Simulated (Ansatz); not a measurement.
C$_{3}$H$_{9}$Cl$_{3}$SiSn (`C[Si](C)(C)[Sn]([Cl])([Cl])[Cl]`), 17 atoms. Total charge 0; spin multiplicity 1. Correlated methods include outer-core shells of Sn, which these sets cover unevenly. Sn takes the def2 core potential. Hardware: A = 4 threads of an AMD EPYC 7R13 on a shared host and a share of an NVIDIA H100 80 GB; B = 4 threads of an AMD EPYC 7R13 on a shared host. Correlated methods freeze the cores.

Question: How many basis functions does each run have, and how long does it take in Ansatz? RKS PBE0-D4/def2-TZVP relaxation (8 steps) [A]; RHF-CCSD(T)/def2-TZVPP energy [A]; RKS PBE0-D4/def2-SVP energy [B]; RKS LC-ωPBE/def2-TZVPP energy [A]; RHF-CCSD(T)/def2-SVP energy [A]; RHF-MP2/def2-QZVPP energy [A]; RKS B97M-V/def2-TZVPP energy [A]; RKS ωB97M-V/def2-QZVPP energy [A]; RKS PBE-QIDH (frozen core)/def2-TZVPP energy [A]; RKS PBE0-D4/def2-QZVPP energy [A]; RKS ωB97M-V/def2-SVP energy [B]; RKS B2PLYP (frozen core)/def2-TZVPP energy [A]. (Best estimate.)

Answer: Ansatz gave: Other jobs shared the machine, so times are rough.

```json
{"level": "RKS LC-ωPBE/def2-TZVPP", "job": "energy [A]", "functions": "437", "wall time": "3 s", "peak host memory (GiB)": "1"}
{"level": "RHF-CCSD(T)/def2-SVP", "job": "energy [A]", "functions": "185", "wall time": "3.1 s", "peak host memory (GiB)": "1"}
{"level": "RKS B97M-V/def2-TZVPP", "job": "energy [A]", "functions": "437", "wall time": "3.9 s", "peak host memory (GiB)": "1.1"}
{"level": "RKS B2PLYP (frozen core)/def2-TZVPP", "job": "energy [A]", "functions": "437", "wall time": "3.9 s", "peak host memory (GiB)": "2.1"}
{"level": "RKS PBE-QIDH (frozen core)/def2-TZVPP", "job": "energy [A]", "functions": "437", "wall time": "4.2 s", "peak host memory (GiB)": "2.1"}
{"level": "RKS PBE0-D4/def2-SVP", "job": "energy [B]", "functions": "185", "wall time": "4.9 s", "peak host memory (GiB)": "1"}
{"level": "RKS PBE0-D4/def2-QZVPP", "job": "energy [A]", "functions": "803", "wall time": "5.5 s", "peak host memory (GiB)": "1.4"}
{"level": "RHF-MP2/def2-QZVPP", "job": "energy [A]", "functions": "803", "wall time": "7 s", "peak host memory (GiB)": "1.5"}
{"level": "RKS ωB97M-V/def2-QZVPP", "job": "energy [A]", "functions": "803", "wall time": "9 s", "peak host memory (GiB)": "1.6"}
{"level": "RKS ωB97M-V/def2-SVP", "job": "energy [B]", "functions": "185", "wall time": "16 s", "peak host memory (GiB)": "1.1"}
{"level": "RKS PBE0-D4/def2-TZVP", "job": "relaxation (8 steps) [A]", "functions": "345", "wall time": "27 s", "peak host memory (GiB)": "1.1"}
{"level": "RHF-CCSD(T)/def2-TZVPP", "job": "energy [A]", "functions": "437", "wall time": "37 s", "peak host memory (GiB)": "2"}
```

LC-ωPBE has ω = 0.4 bohr⁻¹.
